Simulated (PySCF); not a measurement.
Spectrum to structure. The calculation used PySCF 2.14.0, density-fitted response routines, TDDFT B3LYP/def2-SVPD, vertical, gas phase, core orbitals frozen in the response. Geometries: GFN2-xTB, one conformer each.

| state | E (eV) | λ (nm) | f |
| --- | --- | --- | --- |
| S1 | 5.85 | 211.9 | 0.0026 |
| S2 | 6.38 | 194.2 | 0.0029 |
| S3 | 6.68 | 185.7 | 0.0036 |
| S4 | 6.96 | 178.1 | 0.356 |
| S5 | 7.21 | 171.9 | 0.027 |
| S6 | 7.56 | 164.1 | 0.0075 |
| S7 | 7.76 | 159.8 | 0.019 |
| S8 | 7.86 | 157.7 | 0.0024 |

Task: Which candidate is it? All have the formula C6H9F.
A. `C#CC[C@H](F)CC`
B. `C1[C@H](F)C(=C)CC1`
C. `CC1=C(F)CCC1`

Result: C. Its S1, at 5.85 eV, is the lowest among the candidates; the nearest of the others has S1 at 6.40 eV. S1 is HOMO→LUMO (98%). Löwdin shares by element: HOMO carbon 64% or more, fluorine 10% (atoms not listed hold the other 25%); LUMO carbon 44% or more (atoms not listed hold the other 56%). At the same level the other candidates give, for their lowest levels:
- `C=C1CCC[C@@H]1F`: 6.40 eV (f 0.208); 6.73 eV (f 0.016); 6.95 eV (f 0.003); 7.21 eV (f 0.015); 7.61 eV (f 0.009); T1 4.12 eV; HOMO -7.13, LUMO -0.49 eV
- `C#CC[C@H](F)CC`: 6.69 eV (f 0.000); 6.88 eV (f 0.005); 6.93 eV (f 0.001); 7.38 eV (f 0.025); 7.42 eV (f 0.036); T1 5.54 eV; HOMO -7.76, LUMO 0.45 eV
Triplets come from the Tamm–Dancoff approximation.
